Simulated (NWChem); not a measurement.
# ZrH3Cl; SMILES [Cl][ZrH3]

```xyz
5

Zr     0.0000     0.0000    -0.5567
Cl     0.0000     0.0000     1.7622
H      0.7518     1.5706    -1.1546
H      0.9843    -1.4364    -1.1546
H     -1.7361    -0.1342    -1.1546
```
Atoms are numbered in this order, from 1.

Structure relaxed at the PBE0/def2-SVP level. B3LYP is NWChem's, with the RPA form of VWN correlation. def2 effective core potentials on Zr; no spin-orbit coupling.

**Question.** List the 6 lowest vertical singlet excitations from B3LYP/def2-SVP with def2 effective core potentials on Zr, full TDDFT (NWChem).

**Answer.** 
| state | energy (eV) | oscillator strength | leading excitation (squared amplitude) |
|---|---|---|---|
| S1 | 4.02 | 0.000 | HOMO → LUMO (0.30) |
| S2 | 4.14 | 0.000 | HOMO−1 → LUMO+1 (0.47) |
| S3 | 4.14 | 0.000 | HOMO−1 → LUMO (0.47) |
| S4 | 4.36 | 0.007 | HOMO → LUMO+1 (0.29) |
| S5 | 4.86 | 0.003 | HOMO−2 → LUMO (0.69) |
| S6 | 4.86 | 0.003 | HOMO−2 → LUMO+1 (0.69) |
